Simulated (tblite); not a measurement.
Species: CH6BBrSi.
Z-matrix (Å and degrees, GFN2-xTB geometry), rows numbered from 1:
```
Si
C   1  1.9286
B   2  1.5435  1  109.25
Br  3  1.8742  2  120.21  1   -84.91
H   1  1.4643  2  109.29  3   -59.00
H   1  1.4630  2  109.55  3    61.54
H   1  1.4629  2  106.43  3  -178.66
H   2  1.0901  1  106.61  3   122.86
H   2  1.0915  1  105.55  3  -122.66
H   3  1.1734  2  122.50  1    91.49
```

All values are computed: GFN2-xTB (tblite) harmonic vibrations without scaling, gas phase. Against measured fundamentals such values can be off by several per cent, at times by over 20. Modes of hydrogen on boron and silicon can be 10 to 20 % off. One conformer, not necessarily the lowest.

Harmonic wavenumbers (cm⁻¹): 62.2, 109.7, 194.1, 294.6, 514.9, 537.3, 605.5, 645.2, 724.8, 768.0, 780.6, 789.5, 816.0, 977.8, 1062.7, 1095.3, 1140.6, 1463.8, 2269.2, 2278.8, 2282.9, 2623.2, 2969.0, 2985.3.

A = 9843, B = 1303, C = 1217 MHz; mass 135.952 u (most abundant isotopes); point group C1, symmetry number 1.

Problem. What is the zero-point energy?

Solution. Half the sum of the wavenumbers: 13996 cm⁻¹ = 40.02 kcal/mol.

Problem. Give the ideal-gas entropy at 298.15 K and 1 bar in the rigid-rotor, harmonic-oscillator model (classical rotation).

Solution. Translation 40.66, rotation 27.42, vibration 14.76: S = 82.8 cal/(mol K).

Problem. And Cp and H(298.15 K) − H(0)?

Solution. Cp = 24.55 cal/(mol K), of which vibrations give 16.60 (their classical limit is 24 R = 47.7); H(298.15 K) − H(0) = 4.74 kcal/mol without the zero-point energy, 2.37 from vibrations.

Problem. Which modes carry the vibrational entropy at 298.15 K?

Solution. 62.2 cm⁻¹: 4.39; 109.7 cm⁻¹: 3.27; 194.1 cm⁻¹: 2.19; 294.6 cm⁻¹: 1.45; 514.9 cm⁻¹: 0.62; 537.3 cm⁻¹: 0.57 cal/(mol K); the other 18 give 2.27 together.

Problem. What must be added to the electronic energy to get the Gibbs energy at 298.15 K and 1 bar?

Solution. ZPE + [H(298.15 K) − H(0)] − T·S = 40.02 + 4.74 − 24.70 = 20.06 kcal/mol.

Problem. How do the functions run with temperature in this model?

Solution. 
```csv
T (K),S (cal/(mol K)),Cp (cal/(mol K)),H − H(0) (kcal/mol),G − H(0) (kcal/mol),ln q(vib)
50,55.4,10.7,0.45,-2.32,0.23
100,63.6,13.2,1.05,-5.31,0.84
373.15,88.8,28.5,6.73,-26.40,4.44
500,97.9,33.6,10.69,-38.25,6.17
750,112.9,40.3,19.98,-64.66,9.43
1000,125.1,44.6,30.62,-94.44,12.42
```

q(vib) and H(0) count from the zero-point level.

Hindered rotation and anharmonicity are outside this model. Other conformers, if any are populated, would add a mixing term that is left out. The structure is chiral; the term R ln 2 for an equal mix with its mirror image is left out.
